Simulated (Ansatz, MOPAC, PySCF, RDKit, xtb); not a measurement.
Pair of molecules: C2H2 (SMILES C#C) (first 4 atoms) with H4OSi (SMILES O[SiH3]); geometry from B3LYP-D3(BJ)/def2-TZVP.
(charge 0, multiplicity 1):
```xyz
10

C     -0.14618    -0.07037     0.10699
C     -1.21302    -0.45624     0.49119
H      0.79930     0.27475    -0.23653
H     -2.16260    -0.79546     0.82921
O      0.60488    -0.94747     3.19672
Si     0.41906     0.43166     4.08055
H      0.27572    -0.92999     2.28969
H      1.12963     1.58246     3.46679
H      0.99210     0.15078     5.41271
H     -1.01039     0.80864     4.22397
```

Counterpoise-corrected where a basis set is named; no monomer relaxation. RDKit's UFF carries no charges.

Cores are frozen in the correlated methods. Rows in 6-31G* carry no dispersion term and start afresh at each structure (6-31G* with six Cartesian d functions). The state that PM6 reach isn't checked.

The values were computed with Ansatz (a program for electronic structure) with Gaussian orbitals; MOPAC for PM6 (differences of heats of formation); PySCF for 6-31G* rows, the dispersion terms; RDKit for the force fields; xtb for the GFN methods. Values without a source in brackets are computed.

| level | interaction energy (kJ/mol) |
|---|---|
| MMFF94 | 1.4 |
| UFF | 19.6 |
| PM6 | -4.3 |
| GFN1-xTB | -8.8 |
| revPBE-D3(BJ)/def2-TZVPPD | -16.5 |
| B3LYP/6-31G* | -10.6 |
| wB97M-V/def2-TZVPPD | -15.4 |
| MP2/aug-cc-pV(D+d)Z | ? |
| SCS-MP2/aug-cc-pV(D+d)Z | ? |

Question: Fill in the missing entries.

Answer: 
- MP2/aug-cc-pV(D+d)Z, interaction energy (kJ/mol): -12.4
- SCS-MP2/aug-cc-pV(D+d)Z, interaction energy (kJ/mol): -9.9
